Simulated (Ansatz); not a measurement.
Input for Ansatz (development build ahead of 0.2.0):

```yaml
crystal:
  periodic: [false, false, false]
  atoms:
    - { symbol: H, position_ang: [2.25538, -0.00089, -0.0076] }
    - { symbol: H, position_ang: [2.02832, 0.96645, 0.00378] }
    - { symbol: H, position_ang: [1.39495, 1.76356, -0.00097] }
    - { symbol: H, position_ang: [0.50846, 2.1872, -0.00147] }
    - { symbol: H, position_ang: [-0.49466, 2.18505, 0.00612] }
    - { symbol: H, position_ang: [-1.40875, 1.75673, -0.00813] }
    - { symbol: H, position_ang: [-2.02586, 0.9678, -0.00516] }
    - { symbol: H, position_ang: [-2.25654, 0.00294, 0.00985] }
    - { symbol: H, position_ang: [-2.01904, -0.97517, -0.00318] }
    - { symbol: H, position_ang: [-1.4038, -1.75651, -0.00654] }
    - { symbol: H, position_ang: [-0.50898, -2.18648, -0.00422] }
    - { symbol: H, position_ang: [0.50365, -2.20213, -0.00837] }
    - { symbol: H, position_ang: [1.39942, -1.75567, 0.00554] }
    - { symbol: H, position_ang: [2.0196, -0.9776, -0.00763] }
basis:
  gaussian: { orbitals: def2-SVP }
hamiltonian:
  xc: hf
```

The input is written out in the form of the current development build from the run's settings.

Output:

* Converged: yes
* Total energy: -7.52821 hartree
* Spin squared of the determinant: 0.000

Caution: stretched shape with no unrestricted run beside it, a lower state can exist.
